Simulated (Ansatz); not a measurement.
AlBrH₂, SMILES `[AlH2][Br]`, relaxed with RKS PBE-D4/def2-SVP in Ansatz from a rough embedded geometry. The force threshold is 0.03 eV/Å; the program also tests the step.

Total charge 0; spin multiplicity 1.

Start:

```xyz
4

Al    0.156   -0.023    0.087
Br   -1.621    0.091   -1.426
H     1.616   -0.496   -0.283
H    -0.150    0.429    1.623
```

Problem. By how much does the energy fall, and how many steps does the optimiser take? (An estimate is asked.)

Solution. Computed: 5.95 kJ/mol, in 2 steps.

Problem. Which bonds change most? (Best estimate.)

Solution. Computed: Al1–Br2 from 2.336 to 2.275 Å; Al1–H4 from 1.631 to 1.592 Å; Al1–H3 from 1.579 to 1.592 Å.

Problem. Give the relaxed structure. (Best estimate.)

Solution. Computed: 
```xyz
4

Al    0.149   -0.007    0.136
Br   -1.533    0.074   -1.393
H     1.575   -0.507   -0.367
H    -0.192    0.440    1.625
```
